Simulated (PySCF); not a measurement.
**Working out the ionisation energy of Ti**

Ti [Ar] 3d2 4s2 (3F) → Ti⁺ [Ar] 3d2 4s1 (4F). All numbers are calculated (PySCF 2.14, the non-relativistic Hamiltonian (point nucleus), in cc-pVTZ (7s6p4d2f1g, 68 functions)). Frozen: [Ar]. Energies in hartree (1 hartree = 27.21139 eV):

```json
{"part": "UHF", "Ti (lower)": "-848.412914", "Ti⁺ (upper)": "-848.209898"}
{"part": "MP2 opposite-spin", "Ti (lower)": "-0.029204", "Ti⁺ (upper)": "0.000000"}
{"part": "MP2 same-spin", "Ti (lower)": "-0.010460", "Ti⁺ (upper)": "-0.010951"}
```

Question: What does Hartree-Fock give?

Answer: (-848.209898) − (-848.412914) = 0.203016 hartree = 5.524 eV.

Question: What do MP2 and SCS-MP2 (6/5 opposite-spin, 1/3 same-spin) give?

Answer: The opposite-spin parts differ by 0.795 eV and the same-spin parts by -0.013 eV. MP2: 5.524 + (0.795) + (-0.013) = 6.306 eV. SCS-MP2: 5.524 + 1.2 × (0.795) + (-0.013)/3 = 6.474 eV.

Measured between the centres of the two terms (NIST): 6.828 eV, so MP2 (valence) is off by -0.522 eV.

The calculation is non-relativistic.

What remains against the reference includes basis incompleteness, the frozen core and correlation beyond second order.
